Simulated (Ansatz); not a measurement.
```yaml
crystal:
  periodic: [false, false, false]
  atoms:
    - {symbol: F, position_ang: [-1.805329, -1.184295, 0.587427]}
    - {symbol: B, position_ang: [-0.798850, -0.443444, 1.020844]}
    - {symbol: Si, position_ang: [0.183159, 0.777747, -0.268668]}
    - {symbol: S, position_ang: [1.779823, -0.447246, -1.036297]}
    - {symbol: H, position_ang: [-0.459922, -0.610971, 2.161712]}
    - {symbol: H, position_ang: [-0.653759, 1.330183, -1.368256]}
    - {symbol: H, position_ang: [0.884572, 1.887049, 0.426232]}
    - {symbol: H, position_ang: [0.962505, -1.366124, -1.578795]}
basis:
  gaussian: {orbitals: "6-31G*"}
magnetization: {spin_polarized: true, initial_magnetization: 0}
hamiltonian: {xc: {name: PBE1PBE}}
accuracy: high
scf: {lower_state_search: off}
```

```sh
$ ansatz run in.yaml --threads 2 --pin off --events-out ev --progress --plain --max-ram 4352MiB
```

Output, abridged:

```
Error: YAML parse error: error: line 15 column 19: hamiltonian.xc: no functional is named "PBE1PBE"; the names, which are not case-sensitive, are SVWN5, SPW92, PBE, PBE0, PBEsol, revPBE, revPBE0, RPBE, rPW86-PBE, HSE06, wPBEh, LC-wPBE, HISS, HF, BLYP, B3LYP, B3LYP5, BHLYP, CAM-B3LYP, r2SCAN, r2SCANh, r2SCAN0, r2SCAN50, m-r2SCAN, B97, wB97, wB97X, wB97X-V, B97M-V, wB97M-V, B2PLYP, B2GP-PLYP, PBE0-DH, PBE-QIDH
13 |   gaussian: {orbitals: "6-31G*"}
14 | magnetization: {spin_polarized: true, initial_magnetization: 0}
15 | hamiltonian: {xc: {name: PBE1PBE}}
16 | accuracy: high
17 | scf: {lower_state_search: off}
```

Problem. Something in this input is off. What?

Solution. The method's name isn't one that the program takes here. The input was rejected before any iteration.

HSE06 is defined as in plane-wave codes.
